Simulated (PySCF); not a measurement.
Computed with B3LYP-D3(BJ)/def2-TZVP (PySCF). Isolated molecules, 0 K electronic values unless said otherwise. One relaxed conformer stands for a flexible species; it need not be the lowest. B3LYP has the VWN-RPA correlation part, as in Gaussian. Excitations are Tamm–Dancoff values on a coarser integration grid. The basis has no diffuse functions, so Rydberg states are missing or too high.

Reference species (SMILES): `CCBr` (neutral, multiplicity 1).

```
Property               Value
-------------------  -------
HOMO–LUMO gap        7.28 eV
T1 excitation (TDA)  5.37 eV
S1–T1 gap (TDA)      0.69 eV
```

Changed species: `C([SeH])C` (C–C–Se–H torsion 63°) (X = selanyl; the reference has X = bromo).

Task: What does the change do to the HOMO–LUMO gap, T1 excitation (TDA) and S1–T1 gap (TDA)?

Result: the HOMO–LUMO gap drops by 1.22 eV, to 6.06 eV; the T1 excitation (TDA) decreases by 1.04 eV, to 4.33 eV; the S1–T1 gap (TDA) drops by 0.21 eV, to 0.48 eV.
